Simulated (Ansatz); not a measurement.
Compare A (`C[SiH]([SiH3])BO`) with its isomer B (`BCO[SiH2][SiH3]`).

Program: Ansatz. Geometries: PBE0-D4/def2-TZVP. ΔE: electronic, gas phase. CCSD(T)/CBS adds triple-zeta CCSD(T) − MP2 to the extrapolated MP2 energy (def2 sets, frozen cores). DFT in def2-TZVPP. B3LYP here is the variant with VWN-RPA as its local correlation; programs differ in this. Each species was taken in one conformer, which may not be the lowest.

(1) Which is lower in electronic energy at CCSD(T)/CBS, and by how much? (Best estimate.)

(2) Give E(B) − E(A) in kJ/mol with B3LYP-D4, B3LYP, LDA (SPW92), HF/def2-TZVPP, CCSD(T)/def2-SVP, BLYP-D4, MP2/def2-TZVPP. (Best estimate.)

(3) Does the order hold for the free energy at 298.15 K (harmonic terms from PBE0-D4)? (Estimate.)

Largest T1 diagnostic: 0.014.

Results:

(1) The calculation gave: A, by 140.7 kJ/mol.

(2) Ansatz gave: B3LYP-D4 134.1, B3LYP 132.9, LDA (SPW92) 153.2, HF/def2-TZVPP 107.3, CCSD(T)/def2-SVP 156.8, BLYP-D4 136.1, MP2/def2-TZVPP 142.9. None reverses the order clearly.

(3) The calculation gave: Yes: G(B) − G(A) = +128.0 kJ/mol, for one conformer each. Modes under 60 cm⁻¹, often nearly free rotors, make the harmonic entropy too high.

From BLYP to BHLYP (50 % exact exchange), in def2-TZVPP and without D4, E(B) − E(A) moves by −10.8 kJ/mol. Leaving LDA and LC-ωPBE aside and taking each functional with its dispersion term where it has one, the values, not all of them listed here, spread over 27.2 kJ/mol, from BHLYP-D4 to PBE-D4.
